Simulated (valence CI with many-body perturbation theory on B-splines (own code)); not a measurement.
E1 line list for Mo XXVIII

Computed by valence CI with perturbative core correlation (CI+MBPT): five valence electrons over a frozen Dirac-Fock core [Ne], radial functions for each j: 11 s, 11 p, 10 d, 8 f, 5 g, 2 h, with the one-electron correlation potential Σ1, the two-electron term Σ2, the three-electron term Σ3, Breit, model QED; selected CI, second order for the rest, scaled by the run's own slope (own B-spline code, finite nucleus).

The last digits are not significant, and no measured levels were compared; by estimate large intervals hold to a few tenths of a per cent, small ones and those within an open d or f shell to about a per cent. Among the levels kept, up to 3700 cm⁻¹ of a level comes from second order outside the variational space, and about a tenth of that is noise between levels of different J, which matters for small intervals.

Lines 201 to 250 of 583 in falling wavelength, among levels below 2545200 cm⁻¹, chosen from the strongest by gf and those to the six lowest levels. Wavelengths and rates use the calculated energies. Electric multipoles are in the length gauge with retardation, E1 and E2 with the static RPA response of the core. Weak lines are less certain than strong ones. Lines between different terms over intervals too small for the method are left out, as are lines whose strength nearly cancels. Where a level lies close to another of its J and parity, the split of strength between their lines is uncertain. The highest levels of a list are the least certain.

Names give the largest LS component (configuration and term), which can be under half, so a name can repeat, a term be missing and a line seem to break the LS rules; names also repeat where a configuration has a term twice. Letters in brackets count levels of one name in rising energy.

```
λ vac (Å)                 Upper                Lower   A (s⁻¹)  log gf  Branch %
    101.7   3s3p³3d ²D°_5/2 [e]  3s²3p²3d ²F_7/2 [b]  2.02e+10   -0.73       7.5
    101.6   3s3p³3d ⁴D°_7/2 [d]      3s²3p²3d ⁴D_7/2  2.67e+10   -0.48      16.3
    101.5      3s²3p3d² ⁴P°_3/2      3s²3p²3d ⁴P_3/2  1.56e+10   -1.02       7.0
    101.4  3s²3p3d² ²P°_3/2 [c]  3s²3p²3d ²D_5/2 [d]  1.42e+10   -1.06       5.6
    101.4          3s3p⁴ ²P_3/2       3s²3p³ ²D°_5/2  3.50e+10   -0.67      13.3
    101.2  3s²3p3d² ⁴D°_7/2 [a]      3s²3p²3d ⁴P_5/2  2.33e+10   -0.54      10.2
    101.1   3s3p³3d ⁴D°_7/2 [a]         3s3p⁴ ⁴P_5/2  3.44e+09   -1.37      51.4
    101.1       3s²3p²3d ²G_7/2       3s²3p³ ²D°_5/2  2.12e+10   -0.58     100.0
    101.0   3s3p³3d ⁴D°_1/2 [f]      3s²3p²3d ⁴D_3/2  3.02e+10   -1.04      12.7
    100.9      3s²3p3d² ²G°_7/2  3s²3p²3d ²F_7/2 [b]  2.16e+10   -0.58       7.8
    100.8  3s²3p3d² ²F°_5/2 [c]  3s²3p²3d ²D_5/2 [d]  1.02e+10   -1.03       3.3
    100.8   3s3p³3d ⁴D°_3/2 [b]         3s3p⁴ ⁴P_1/2  2.27e+10   -0.86      44.9
    100.7       3s²3p²3d ⁴P_5/2       3s²3p³ ²D°_5/2  2.63e+10   -0.62      12.9
    100.6       3s3p³3d ⁴S°_3/2         3s3p⁴ ²D_5/2  3.97e+10   -0.62      27.3
    100.6   3s²3p²3d ²D_3/2 [a]       3s²3p³ ²P°_1/2  2.14e+10   -0.89      32.5
    100.6  3s²3p3d² ²F°_5/2 [b]  3s²3p²3d ²D_5/2 [c]  1.17e+10   -0.97       3.4
    100.5   3s3p³3d ⁴D°_5/2 [c]      3s²3p²3d ⁴F_7/2  6.66e+10   -0.22      34.7
    100.5   3s3p³3d ²P°_3/2 [b]  3s²3p²3d ²S_1/2 [a]  2.35e+10   -0.85      12.7
    100.4   3s3p³3d ⁴D°_3/2 [c]  3s²3p²3d ⁴D_1/2 [a]  1.54e+10   -1.03      10.5
    100.3      3s²3p3d² ⁴G°_5/2  3s²3p²3d ²P_3/2 [a]  2.14e+10   -0.71      21.9
    100.3      3s²3p3d² ⁴F°_5/2      3s²3p²3d ²G_7/2  2.57e+10   -0.63      10.0
    100.2   3s3p³3d ²D°_3/2 [e]  3s²3p²3d ²D_3/2 [a]  2.41e+10   -0.84      12.1
    100.0  3s²3p3d² ²F°_7/2 [c]      3s²3p²3d ²G_9/2  2.83e+10   -0.47      12.0
    100.0      3s²3p3d² ⁴F°_5/2         3s3p⁴ ²P_3/2  8.52e+09   -1.12       3.3
    99.96   3s3p³3d ²F°_5/2 [a]      3s²3p²3d ²F_5/2  1.19e+10   -0.97      12.9
    99.93   3s3p³3d ⁴D°_3/2 [a]         3s3p⁴ ⁴P_5/2  2.06e+09   -1.91      24.1
    99.92   3s3p³3d ⁴F°_5/2 [a]         3s3p⁴ ⁴P_5/2  1.09e+09   -2.01       6.1
    99.80   3s²3p²3d ²D_5/2 [c]       3s²3p³ ²P°_3/2  2.80e+08   -2.60       3.4
    99.76   3s3p³3d ²S°_1/2 [b]  3s²3p²3d ²D_3/2 [b]  7.03e+10   -0.68      18.4
    99.68   3s3p³3d ⁴F°_3/2 [b]         3s3p⁴ ²D_3/2  2.41e+10   -0.84      18.9
    99.55  3s²3p3d² ⁴D°_3/2 [b]  3s²3p²3d ²D_3/2 [b]  7.27e+10   -0.36      20.6
    99.52  3s²3p3d² ²F°_7/2 [e]  3s²3p²3d ²D_5/2 [d]  2.46e+11    0.47      88.2
    99.49  3s²3p3d² ⁴F°_3/2 [a]      3s²3p²3d ⁴D_5/2  1.99e+10   -0.93       7.2
    99.30  3s²3p3d² ²F°_5/2 [c]  3s²3p²3d ²D_3/2 [c]  1.24e+11    0.04      40.0
    99.23   3s3p³3d ²F°_5/2 [b]      3s²3p²3d ⁴D_3/2  1.84e+10   -0.79      12.1
    99.23  3s²3p3d² ²D°_5/2 [c]  3s²3p²3d ²D_5/2 [d]  2.13e+10   -0.72       6.7
    99.10   3s3p³3d ²D°_5/2 [b]         3s3p⁴ ²D_5/2  1.87e+10   -0.78      19.9
    98.94  3s²3p3d² ⁴G°_9/2 [a]      3s²3p²3d ⁴F_7/2  5.21e+10   -0.12      77.6
    98.84   3s²3p²3d ⁴D_1/2 [a]       3s²3p³ ⁴S°_3/2  6.73e+09   -1.71      37.7
    98.79  3s²3p3d² ⁴D°_5/2 [a]      3s²3p²3d ²G_7/2  5.33e+10   -0.33      26.3
    98.74   3s3p³3d ²D°_5/2 [a]         3s3p⁴ ⁴P_3/2  3.68e+10   -0.49      53.1
    98.49  3s²3p3d² ²F°_7/2 [a]      3s²3p²3d ⁴D_5/2  2.48e+10   -0.54      22.6
    98.48   3s3p³3d ⁴F°_5/2 [c]      3s²3p²3d ⁴F_3/2  2.19e+10   -0.72      34.4
    98.24  3s²3p3d² ²P°_3/2 [c]  3s²3p²3d ²S_1/2 [b]  1.92e+10   -0.95       7.6
    98.24  3s²3p3d² ⁴D°_7/2 [b]      3s²3p²3d ²G_9/2  6.68e+10   -0.11      22.8
    98.21   3s3p³3d ²P°_3/2 [b]  3s²3p²3d ²P_1/2 [a]  4.79e+10   -0.56      25.9
    98.19   3s3p³3d ²P°_1/2 [c]  3s²3p²3d ²S_1/2 [b]  1.79e+11   -0.28      39.1
    98.16  3s²3p3d² ⁴G°_9/2 [b]      3s²3p²3d ⁴F_9/2  1.05e+10   -0.82      13.6
    98.16       3s²3p²3d ⁴P_3/2       3s²3p³ ²D°_5/2  9.09e+10   -0.28      45.3
    98.01   3s3p³3d ²D°_5/2 [e]  3s²3p²3d ²D_5/2 [b]  1.19e+10   -0.99       4.4
```

Question: How does gf follow from A for the line at 99.10 Å?

Answer: gf = 1.4992 × (2J+1)_upper × A / σ², with σ = 1009129 cm⁻¹ and 2J+1 = 6: gf = 0.165.
